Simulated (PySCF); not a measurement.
All of these have the formula C4H9ClSSi. Method: TDDFT B3LYP/def2-SVPD, vertical, gas phase, core orbitals frozen in the response (PySCF 2.14.0, density-fitted response routines). Geometries: GFN2-xTB; one conformer of each isolated species. Triplets are in the Tamm–Dancoff approximation. 'Strongest' means the level of largest summed f among the lowest 8 singlets; it needn't be the same kind of state in each.

Question: Rank by computed HOMO–LUMO gap, highest first.
A. `C[C@@H]1CS[Si@@H](Cl)C1`
B. `CCC(=S)C[SiH2]Cl`
C. `CS[C@H]1C[Si@H](Cl)C1`
D. `C/C=C(\Cl)SC[SiH3]`
E. `C/C=C(/Cl)SC[SiH3]`

Answer: A (6.48 eV), C (6.07 eV), D (5.66 eV), E (5.45 eV), B (3.90 eV).

```
                 SMILES  gap (eV)  f (strongest)  α (au)  f (S1)  T1 (eV)   S1 mainly
C[C@@H]1CS[Si@@H](Cl)C1      6.48           0.03   103.5   0.004     5.05   H→L (91%)
  CS[C@H]1C[Si@H](Cl)C1      6.07           0.06   105.6   0.000     4.97   H→L (94%)
     C/C=C(\Cl)SC[SiH3]      5.66           0.14   116.6   0.039     3.76   H→L (80%)
     C/C=C(/Cl)SC[SiH3]      5.45           0.19   113.4   0.005     3.62   H→L (82%)
       CCC(=S)C[SiH2]Cl      3.90           0.22   110.7   0.000     2.13  H→L (100%)
```

H and L stand for HOMO and LUMO.

- `C[C@@H]1CS[Si@@H](Cl)C1`: Löwdin shares by element: HOMO sulfur 70%, carbon 10% or more, silicon 6%; LUMO sulfur 24%, silicon 18%, chlorine 11%, carbon 10% or more (atoms not listed hold the other 37%).
- `CS[C@H]1C[Si@H](Cl)C1`: Löwdin shares by element: HOMO sulfur 69%, carbon 16% or more (atoms not listed hold the other 15%); LUMO silicon 23%, chlorine 21%, sulfur 10%, carbon 8% or more (atoms not listed hold the other 39%).
- `C/C=C(\Cl)SC[SiH3]`: Löwdin shares by element: HOMO sulfur 48%, carbon 38% or more; LUMO carbon 43% or more, sulfur 15%, chlorine 12% (atoms not listed hold the other 31%).
- `C/C=C(/Cl)SC[SiH3]`: Löwdin shares by element: HOMO carbon 42% or more, sulfur 40% (atoms not listed hold the other 17%); LUMO carbon 24% or more, sulfur 22%, chlorine 19% (atoms not listed hold the other 35%).
- `CCC(=S)C[SiH2]Cl`: S1 has the pattern of n→π* at C=S.
